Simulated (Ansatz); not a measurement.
Consider the redistribution: `O[SiH2][O][GeH2][OH]` + `C[BH][ZnH]` → `O[SiH2][BH][ZnH]` + `C[O][GeH2][OH]`.

Calculated with Ansatz (gas phase, PBE0-D4/def2-TZVP geometries, no zero-point term in ΔE). CBS: MP2 limit from def2 TZ/QZ plus the TZ coupled-cluster correction, frozen cores. DFT in def2-TZVPP. For Ge, Zn outer-core shells are correlated without core-valence functions, which leaves a few kJ/mol of doubt a bond. Scalar relativity is left out up to krypton. Each species was taken in one conformer, which may not be the lowest.

CCSD(T)/CBS gives +57.2 kcal/mol.

(1) Another level gave +54.2 kcal/mol. Which?
A. PBE0-D4/def2-TZVPP
B. HF/def2-TZVPP
C. CCSD(T)/def2-TZVPP
D. MP2/def2-TZVPP

Largest T1 diagnostic among the species: 0.014.

Results:

(1) A. PBE0-D4 54.2, CCSD(T)/def2-TZVPP 56.6, HF/def2-TZVPP 58.3, MP2/def2-TZVPP 59.8 kcal/mol.

From PBE to PBE0 (25 % exact exchange), in def2-TZVPP and without D4, ΔE moves by +1.8 kcal/mol.
